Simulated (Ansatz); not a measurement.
Mulliken charges of H₄O₂S₂Ti (`[OH][Ti]([OH])([SH])[SH]`) from r2SCAN/def2-TZVPP in Ansatz (PBE0-D4/def2-TZVP geometry).

| atom | x (Å) | y (Å) | z (Å) | charge (e) |
| --- | --- | --- | --- | --- |
| O1 | -1.692 | -0.548 | 0.414 | -0.478 |
| Ti2 | -0.028 | -0.083 | 0.091 | 0.899 |
| O3 | 1.232 | -0.798 | 1.087 | -0.478 |
| S4 | 0.270 | -0.627 | -2.124 | -0.285 |
| S5 | 0.263 | 2.180 | 0.389 | -0.285 |
| H6 | -2.434 | -0.928 | 0.880 | 0.206 |
| H7 | 1.636 | -1.392 | 1.715 | 0.206 |
| H8 | 1.570 | -0.280 | -2.093 | 0.107 |
| H9 | -0.817 | 2.474 | -0.359 | 0.107 |

**Question.** By hand: the dipole of these point charges (1 e Å = 4.8032 D).

**Answer.** Σ q r = (-0.041, -0.117, 0.131) e Å, of length 0.180 e Å = 0.86 D.

**Question.** How does the dipole of the full density compare? (An estimate is asked.)

**Answer.** The calculation gave: (-0.155, -0.448, 0.502) e Å, 3.32 D; the point charges give 0.26 times that, at 0° from its direction.

Point charges leave out the atoms' own dipoles, such as those of lone pairs, and Mulliken's split depends on the basis, so the two needn't agree.
